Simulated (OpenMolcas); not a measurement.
Ni+, Pd+, Pt+: d⁹ down the group

| Quantity | Value |
| --- | --- |
| Program | OpenMolcas |
| Method | MS-CASPT2, IPEA 0.25 Eh, imaginary shift 0.1 Eh |
| Basis | ANO-RCC-VQZP |
| Scalar Hamiltonian | DKH2, point nucleus |
| Spin-orbit coupling | RASSI with atomic mean-field integrals over the reference wave functions, term energies averaged over their components |

Active space for each ion: 9 electrons in 6 orbitals (d s); closed shells correlated by CASPT2: Ni+ 3s 3p; Pd+ 4s 4p; Pt+ 5s 5p.

Computed levels in cm-1 above ²D_5/2:

| Level | Ni+ | Pd+ | Pt+ |
| --- | --- | --- | --- |
| ²D_3/2 | 1621 | 3660 | 9420 |
| weight of ²D in the lowest level (%) | 97 | 100 | 94 |

Measured, with the error of the calculation in %. Measured levels: Ni+, Pd+ from NIST Handbook of Basic Atomic Spectroscopic Data.

```json
{"Level": "²D_3/2", "Ni+": "1507 (+7.6)", "Pd+": "3539 (+3.5)"}
```

The fine-structure level ²D_3/2 changes by a factor of 5.81 from Ni+ to Pt+.

CASPT2 does not keep the components of a term degenerate, so their means are used; among the terms shown or strongly mixed into the levels shown the widest spread is 440 cm-1 (3d⁹ ²D, Ni+). Computed and measured levels are paired by configuration, term and J; levels that our copy of the source lacks, or whose pairing is in doubt (as where it misses far off the trend of its configuration), stay unpaired and out of the deviations. Levels of configurations outside the active space are missing.
